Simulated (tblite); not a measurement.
C4H6N2Si.
Cartesian coordinates in Å at the GFN2-xTB level; atoms count from 1:
```xyz
13
C4H6N2Si angstrom
N      1.0122    2.4867    0.9162
C      1.0794    1.4398    0.4656
C      1.1652    0.1195   -0.1241
C      1.3634   -0.8459    0.9375
N      1.5222   -1.6189    1.7627
C     -0.0922   -0.2072   -0.9514
Si    -1.7178   -0.2003    0.0625
H      2.0622    0.0988   -0.7630
H     -0.1576    0.5195   -1.7637
H      0.0537   -1.1860   -1.4125
H     -2.7839   -0.5278   -0.8825
H     -1.9016    1.1344    0.6251
H     -1.6096   -1.2120    1.1098
```

All values are computed: GFN2-xTB (tblite) harmonic vibrations without scaling, gas phase. This tight-binding method is rough: wavenumbers can miss measured ones by several per cent, in bad cases by 10 to 20. Modes of hydrogen on silicon can be 10 to 20 % off. One conformer, not necessarily the lowest.

Harmonic wavenumbers (cm⁻¹): 47.6, 111.9, 112.7, 135.8, 194.1, 265.6, 375.3, 470.4, 511.4, 514.0, 567.3, 628.9, 697.8, 764.1, 774.3, 785.8, 788.4, 869.3, 998.7, 1072.8, 1137.3, 1156.9, 1257.8, 1284.8, 1468.1, 2292.1, 2308.5, 2311.1, 2400.6, 2421.7, 2867.5, 2977.2, 2989.5.

A = 2400, B = 1890, C = 1324 MHz; mass 110.030 u (most abundant isotopes); point group Cs, symmetry number 1.

Task: Zero-point energy?

Result: Half the sum of the wavenumbers: 18780 cm⁻¹ = 224.66 kJ/mol.

Task: Entropy at 298.15 K, 1 bar (ideal gas, RRHO, classical rotation)?

Result: Translation 167.48, rotation 118.71, vibration 99.25: S = 385.4 J/(mol K).

Task: And Cp and H(298.15 K) − H(0)?

Result: Cp = 135.49 J/(mol K), of which vibrations give 102.23 (their classical limit is 33 R = 274.4); H(298.15 K) − H(0) = 25.54 kJ/mol without the zero-point energy, 15.63 from vibrations.

Task: Blend soft modes into free rotors: weight 1/[1 + (100 cm⁻¹/ν̃)⁴] for the oscillator and the rest for a rotor with moment μB/(μ + B), μ = h/(8π²ν), B = 10⁻⁴⁴ kg m². What vibrational entropy results?

Result: 92.17 J/(mol K) in place of 99.25, which changes −T·S at 298.15 K by +2.11 kJ/mol.

Task: What must be added to the electronic energy to get the Gibbs energy at 298.15 K and 1 bar?

Result: ZPE + [H(298.15 K) − H(0)] − T·S = 224.66 + 25.54 − 114.92 = 135.28 kJ/mol.

Task: How do the functions run with temperature in this model?

Result: 
```
 T (K)  S (J/(mol K))  Cp (J/(mol K))  H − H(0) (kJ/mol)  G − H(0) (kJ/mol)  ln q(vib)
    50          237.1            51.7               2.01              -9.84       0.40
   100          279.2            70.5               5.10             -22.82       1.39
373.15          418.1           156.2              36.50            -119.53       7.21
   500          467.9           183.7              58.15            -175.79       9.80
   750          550.0           220.9             109.07            -303.40      14.54
  1000          617.1           245.2             167.53            -449.53      18.80
```

q(vib) and H(0) count from the zero-point level.

Hindered rotation and anharmonicity are outside this model. Other conformers, if any are populated, would add a mixing term that is left out.
